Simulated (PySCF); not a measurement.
Si(F)(NH2) (FH₂NSi), SMILES N[Si]F (connectivity only; charge and spin as stated), neutral, multiplicity 1. The structure is a stationary point at PBE0-D3(BJ)/def2-TZVP. One conformer was computed; it need not be the lowest.

PySCF with TDA-ωB97X/def2-SVPD puts the lowest singlet excitations at 5.52, 6.90, 7.32, 7.88, 7.91, 8.21 eV.

Problem. What are the lowest excitation roots from PySCF 2.14.0 with ADC(2)/aug-cc-pVDZ? (Estimate from the structure and the level; the computed values follow.)

Solution. 5.34, 6.35, 6.71, 6.85, 6.94, 7.25 eV. S1 differs by -0.18 eV (second minus first; roots are paired by order, and the bases may differ).
